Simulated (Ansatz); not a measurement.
Relaxation of CH₈GeS (11 atoms, charge 0, multiplicity 1), to a largest force component of 0.03 eV/Å in at most 50 steps.

Method: Ansatz, RKS PBE/def2-mTZVP.

```xyz
11
Properties=species:S:1:pos:R:3
Ge 0.004 -0.621 -0.367
C 0.273 0.075 2.724
H -0.818 -0.020 2.810
H 0.698 0.175 3.733
H 0.526 0.974 2.149
H 1.124 0.439 -0.259
H -1.261 -0.245 0.439
H -0.401 -0.771 -1.862
S 0.919 -2.561 0.318
H -0.217 -3.309 0.151
H 0.689 -0.833 2.253
```

Question: Where does it end, and by what steps?

Answer: It converged. The force dipped under the threshold on the way, but the program's further checks kept it going. After 11 steps the energy has fallen by 0.204 eV; H3 moved furthest, 0.62 Å.

| step | energy less start (eV) | largest force component (eV/Å) | accepted |
| --- | --- | --- | --- |
| 0 | 0.0000 | 0.635 | yes |
| 1 | -0.1524 | 0.155 | yes |
| 2 | -0.1900 | 0.080 | yes |
| 3 | -0.0339 | 0.677 | no |
| 4 | -0.1950 | 0.363 | yes |
| 5 | -0.2019 | 0.025 | yes |
| 6 | -0.2027 | 0.017 | yes |
| 7 | -0.2035 | 0.051 | yes |
| 8 | -0.2037 | 0.043 | yes |
| 9 | -0.2042 | 0.025 | yes |
| 10 | -0.2036 | 0.128 | no |
| 11 | -0.2045 | 0.020 | yes |

```xyz
11
Properties=species:S:1:pos:R:3
Ge -0.042 -0.771 -0.866
C 0.298 0.226 3.240
H -0.792 0.304 3.338
H 0.751 0.176 4.239
H 0.681 1.108 2.711
H 1.054 0.316 -0.836
H -1.261 -0.344 -0.010
H -0.498 -1.043 -2.322
S 0.948 -2.594 0.009
H -0.156 -3.392 -0.091
H 0.552 -0.682 2.678
```

Whether the end is a true minimum wasn't checked by a vibrational analysis.

Time of the run: 25 s on 2 threads of Arm Neoverse V1, with other jobs on the host, peak memory 0.18 GiB.
